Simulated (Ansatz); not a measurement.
Name a neutral molecule of B, C, O and H with HOMO–LUMO gap (PBE0/def2-TZVPP) between 5.70 and 6.00 eV and LUMO energy (PBE/def2-TZVPP) between -2.15 and -1.85 eV (Ansatz, PBE0-D4/def2-TZVP geometry).

`CB(C)C=O` (5.72 eV, -2.12 eV); `B/C=C(/O)OC` (5.81 eV, -1.93 eV). Other molecules can fit too; these were computed, each in one conformer that needn't be the lowest.
